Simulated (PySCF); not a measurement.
# Worked example: entropy of an ideal gas

Si(AsH2)(H)2(OH) (AsH₅OSi), SMILES [SiH2](O)[AsH2].

Geometry optimised at PBE0-D3(BJ)/def2-SVP. The values are those of a single conformer.

PBE0-D3(BJ)/def2-SVP in PySCF 2.14.0 gives the harmonic wavenumbers 146, 160, 239, 352, 415, 575, 673, 759, 826, 891, 901, 939, 997, 2204, 2206, 2226, 2265, 3931 cm⁻¹ and the rotational temperatures 0.7754, 0.1064, 0.0981 K. The molar mass is 124.05 g/mol, the symmetry number 1, the spin multiplicity 1.

Question: Work out the entropy at 298.15 K and 1 atm in the rigid-rotor, harmonic-oscillator model.

Answer: 
Translation (Sackur–Tetrode at 1 atm): S = R[1.5 ln M + 2.5 ln T − 1.16487] = 168.9 J/(mol K).
Rotation: q = (√π/σ) T^1.5/√(θA θB θC) = 101000, S = R[ln q + 3/2] = 108.3 J/(mol K).
Vibration: with u = 1.4388 ν/T, each mode gives R[u/(e^u − 1) − ln(1 − e^−u)]:
```tsv
ν (cm⁻¹)	modes	u	S (J/(mol K))
146	1	0.70	11.40
160	1	0.77	10.67
239	1	1.15	7.57
352	1	1.70	4.84
415	1	2.00	3.80
575	1	2.77	2.07
673	1	3.25	1.42
759	1	3.66	1.02
826	1	3.99	0.78
891	1	4.30	0.61
901	1	4.35	0.58
939	1	4.53	0.50
997	1	4.81	0.40
```
The stiffer modes add less than 0.005 each. Sum 45.7 J/(mol K).
Spin: R ln 1 = 0.0 J/(mol K).
Total 322.9 J/(mol K); the program's own thermochemistry gives 322.8. Translation makes up 52 % and vibration 14 %. Anharmonicity, hindered rotation and orbital degeneracy are left out.
